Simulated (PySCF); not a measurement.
C2H6Cd, SMILES [CH3][Cd][CH3]. Atoms are numbered in the order given.

```xyz
9

Cd     0.0000     0.0000     0.0000
C      0.0000     0.0000    -2.1346
H      0.8836     0.5299    -2.5240
H     -0.9007     0.5003    -2.5240
H      0.0171    -1.0302    -2.5240
C      0.0000     0.0000     2.1346
H      0.8836    -0.5299     2.5240
H     -0.9007    -0.5003     2.5240
H      0.0171     1.0302     2.5240
```
Charge 0, spin multiplicity 1.

Coordinates come from a B3LYP-D3(BJ)/def2-SVP optimisation. The isomer is the one that the SMILES or the coordinates give; other isomers of the formula were not compared. The def2 effective core potentials stand for the cores of Cd; spin–orbit coupling is left out.

Level of theory: TDA-PBE0/def2-SVPD run with PySCF.

Vertical excitations; the highest root listed may be one member of a degenerate set. Isolated molecule, no solvent. State labels are in the subgroup C2.

Q: Give excitation energies, oscillator strengths and character. (Estimate from the structure and the level; the computed values follow.)

A: 
```json
[
 {"state": "S1", "symmetry": "B", "energy (eV)": "5.51", "λ (nm)": "225", "f": "0.000", "main pairs": "HOMO→LUMO+1 (degenerate set)"},
 {"state": "S2", "symmetry": "A", "energy (eV)": "5.51", "λ (nm)": "225", "f": "0.000", "main pairs": "HOMO→LUMO (degenerate set)"},
 {"state": "S3", "symmetry": "B", "energy (eV)": "6.40", "λ (nm)": "194", "f": "0.570", "main pairs": "HOMO→LUMO+2 92 %"},
 {"state": "S4", "symmetry": "A", "energy (eV)": "7.12", "λ (nm)": "174", "f": "0.000", "main pairs": "HOMO→LUMO+3 84 %, HOMO−1→LUMO+2 15 %"},
 {"state": "S5", "symmetry": "A", "energy (eV)": "7.53", "λ (nm)": "165", "f": "0.256", "main pairs": "HOMO−1→LUMO+1 (degenerate set)"},
 {"state": "S6", "symmetry": "B", "energy (eV)": "7.53", "λ (nm)": "165", "f": "0.256", "main pairs": "HOMO−1→LUMO (degenerate set)"},
 {"state": "S7", "symmetry": "A", "energy (eV)": "7.56", "λ (nm)": "164", "f": "0.000", "main pairs": "HOMO−1→LUMO+2 82 %, HOMO→LUMO+3 15 %"},
 {"state": "S8", "symmetry": "B", "energy (eV)": "8.70", "λ (nm)": "143", "f": "0.006", "main pairs": "HOMO−1→LUMO+3 48 %, HOMO→LUMO+4 26 %, HOMO−2→LUMO 11 %, HOMO−3→LUMO+1 11 %"},
 {"state": "S9", "symmetry": "A", "energy (eV)": "8.87", "λ (nm)": "140", "f": "0.000", "main pairs": "HOMO→LUMO+5 (degenerate set)"},
 {"state": "S10", "symmetry": "B", "energy (eV)": "8.87", "λ (nm)": "140", "f": "0.000", "main pairs": "HOMO→LUMO+6 (degenerate set)"},
 {"state": "T1", "symmetry": "B", "energy (eV)": "5.08", "λ (nm)": "244", "f": "0", "main pairs": "HOMO→LUMO+2 95 %"},
 {"state": "T2", "symmetry": "B", "energy (eV)": "5.31", "λ (nm)": "233", "f": "0", "main pairs": "HOMO→LUMO+1 (degenerate set)"},
 {"state": "T3", "symmetry": "A", "energy (eV)": "5.31", "λ (nm)": "233", "f": "0", "main pairs": "HOMO→LUMO (degenerate set)"},
 {"state": "T4", "symmetry": "A", "energy (eV)": "6.45", "λ (nm)": "192", "f": "0", "main pairs": "HOMO−1→LUMO+1 98 %"}
]
```
Triplets are in the Tamm–Dancoff approximation.
